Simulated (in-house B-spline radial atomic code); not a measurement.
## Ionising Ne³⁺ with different functionals

Computed with a B-spline radial code for spherical atoms: non-relativistic Hamiltonian, point nucleus, spin-polarised at highest spin, spherical fractional occupations for the functionals, the average over the highest-spin determinants for Hartree-Fock. The ionisation energy is the difference of two self-consistent energies, [He] 2s2 2p3 → [He] 2s2 2p2, without Breit or QED terms; ε is the level of the shell that loses the electron (its least bound occupied spin orbital).

Hybrids are left out here: with spherical fractional occupations of an open shell their exact exchange keeps a self-interaction that integer-occupation calculations don't have.

| method | rung | ΔSCF (eV) | -ε(2p) (eV) |
| --- | --- | --- | --- |
| Hartree-Fock | Hartree-Fock | 96.97 | 98.49 |
| LDA VWN5 | LDA | 97.65 | 83.74 |
| LDA PW92 | LDA | 97.64 | 83.73 |
| LDA exchange-only | LDA | 96.22 | 82.37 |
| PBE | GGA | 97.67 | 83.74 |
| PBEsol | GGA | 97.50 | 83.60 |
| BLYP | GGA | 97.63 | 83.62 |
| RPBE | GGA | 97.63 | 83.72 |
| PW91 | GGA | 97.85 | 83.91 |
| BP86 | GGA | 97.68 | 83.75 |
| AM05 | GGA | 97.48 | 83.57 |
| OLYP | GGA | 98.05 | 84.11 |
| TPSS | meta-GGA | 98.03 | 84.16 |
| SCAN | meta-GGA | 99.07 | 85.38 |
| r2SCAN | meta-GGA | 98.98 | 85.29 |
| M06-L | meta-GGA | 98.89 | 85.22 |
| revTPSS | meta-GGA | 97.84 | 84.00 |

(1) How do they compare with the NIST value?

## Answers

(1) NIST lists 97.190 eV ± 0.0025 (semi-empirical, ground level to ground level). Errors run from -0.97 to +1.88 eV; Hartree-Fock is closest (-0.22 eV), but part of that can be cancellation, since the calculations leave out relativity, Breit-QED terms, multiplet and fine-structure energies. Hartree-Fock also lacks correlation.
